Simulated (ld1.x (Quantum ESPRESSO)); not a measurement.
**Before and after: TM potential for titanium**

Ti (Z = 22), norm-conserving Troullier–Martins (Kleinman–Bylander form), made with ld1.x (Quantum ESPRESSO) 7.5 (PBEsol, scalar-relativistic). Core [Ne] 3s2, reference 3p6 3d2 4s2 4p0. Waves: 4s (bound): rc 2.05 bohr; 3d (bound): rc 1.60 bohr; 3p (bound): rc 1.45 bohr. Local part: the p channel. Core correction: none.

Change: wave 3d (bound): rc 1.60 bohr becomes 3d (bound): rc 1.92 bohr.

Cutoffs: the cutoffs (Ry, on a coarse ladder) from which the occupation-weighted sum of valence levels, in a spherical-Bessel basis at the reference potential, stays within 10 and 1 mRy of its value at 400 Ry; they do not see the model core or the augmentation charge, which bear on the density cutoff. Errors are all-electron minus pseudo energies relative to the spin-unpolarised reference configuration.

Q: What does the change do?

A: The potential gets softer (70 Ry and 90 Ry → 55 Ry and 80 Ry); both files keep a bound ghost (s); of the 7 tests that both files solve, the error grows in 3 and shrinks in 3 by more than 15 % and 0.3 meV (median size 19.2 → 21.0 meV). A larger radius leaves more room for a smooth pseudo-wave, so fewer plane waves are needed.

| quantity | base | changed |
| --- | --- | --- |
| cutoff, loose | 70 Ry | 55 Ry |
| cutoff, tight | 90 Ry | 80 Ry |
| loose cutoff by channel (10 mRy a level) | s 15 Ry, d 70 Ry, p 35 Ry | s 15 Ry, d 50 Ry, p 35 Ry |
| bound ghosts | s | s |
| error for 3p6 3d2 4s1 4p0, meV [ΔE 7.36 eV] | -1.9 | -1.4 |
| error for 3p6 3d2 4s0 4p0, meV [ΔE 20.83 eV] | +1.5 | +4.4 |
| error for 3p6 3d1 4s0 4p0, meV [ΔE 47.73 eV] | +90 | +117 |
| error for 3p6 3d1 4s2 4p0, meV [ΔE 9.76 eV] | -36 | +2.7 |
| error for 3p6 3d2 4s0 4p1, meV [ΔE 11.14 eV] | +19 | +21 |
| error for 3p6 3d3 4s0 4p0, meV [ΔE 7.36 eV] | -45 | -22 |
| error for 3p6 3d1 4s2 4p1, meV [ΔE 4.70 eV] | +11 | +47 |
| s: phases at 2.26 bohr within 0.05 rad from the reference energy up to (Ry; the scan ends near 5) | 3.0 | 3.0 |
| p: phases at 2.26 bohr within 0.05 rad from the reference energy up to (Ry; the scan ends near 5) | 1.1 | 1.1 |
| d: phases at 2.26 bohr within 0.05 rad from the reference energy up to (Ry; the scan ends near 5) | 2.4 | 2.0 |

 A true bound ghost makes a file unfit for plane-wave use even where its test errors are small: the radial tests pick states by their node count and pass the ghost by.
